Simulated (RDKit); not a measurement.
Input for RDKit: UFF on CH4O (SMILES CO).

```python
from rdkit import Chem
from rdkit.Chem import AllChem, rdDetermineBonds

blocks = [
'''6

C     0.66407957    0.27617476    0.22817687
O    -0.66549499    0.28879574    0.72999770
H     1.40429290    0.40827952    1.02489155
H     0.74869172    1.10872802   -0.46896618
H     0.88957495   -0.65115430   -0.30866484
H    -0.74764998   -0.41743990    1.38284481
''',
]
mol = None
for b in blocks:
    f = Chem.MolFromXYZBlock(b)
    rdDetermineBonds.DetermineBonds(f, charge=0)
    mol = f if mol is None else Chem.CombineMols(mol, f)
Chem.SanitizeMol(mol)
print(Chem.MolToSmiles(Chem.RemoveHs(mol)))
ff = AllChem.UFFGetMoleculeForceField(mol, vdwThresh=100.0, ignoreInterfragInteractions=False)
e = ff.CalcEnergy()
print(f'UFF energy {e:.6f} kcal/mol')
```

It printed:

```
CO
UFF energy 2.258371 kcal/mol
```

The run finished.

Cost: very roughly 0.010 core-seconds.
